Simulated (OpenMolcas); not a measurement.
TiHCl3O (SMILES Cl[Ti](Cl)(Cl)O): methods side by side

The species is TiHCl3O (6 atoms), meant as a singlet with charge 0. SMILES: `Cl[Ti](Cl)(Cl)O`. The shape is that of a PBE0-D4/def2-TZVP optimisation.

```xyz
6

Cl   -1.6293   -0.8313    1.3608
Ti   -0.0806   -0.3475   -0.0937
Cl    1.7573   -1.3630    0.4881
Cl   -0.6934   -0.9787   -2.0880
O     0.1919    1.3758   -0.0874
H     0.4540    2.1446    0.4202
```

Quantity: the energy change with the Cl1–Ti2 bond stretched from 2.179 to 3.922 Å, in eV. The values are calculated.

| level | kind | program | value (eV) | CPU time (all runs) |
| --- | --- | --- | --- | --- |
| HF/def2-SVP (unrestricted) | Hartree–Fock | OpenMolcas | 1.61 | 2.7 min |
| PBE/def2-SVP (restricted) | GGA | OpenMolcas | 3.63 | 95 s |
| M06-L/def2-SVP (restricted) | meta-GGA | OpenMolcas | 3.85 | 2.3 min |
| BHLYP/def2-SVP (restricted) | global hybrid | OpenMolcas | 4.37 | 69 s |
| M06-2X/def2-SVP (restricted) | hybrid meta-GGA | OpenMolcas | 4.49 | 82 s |
| B2PLYP/def2-SVP (restricted) | double hybrid | OpenMolcas | 3.76 | 61 s |
| MP2/def2-SVP (restricted) | perturbation theory | OpenMolcas | 4.27 | 33 s |

The first shape isn't each level's own minimum. The values span 1.61 to 4.49 eV. Spin contamination of the reference (⟨S²⟩ at least 0.1 too high) touches HF/def2-SVP. CPU times are rough (shared hosts, several kinds of processor): they show what a rung costs within a factor of a few.
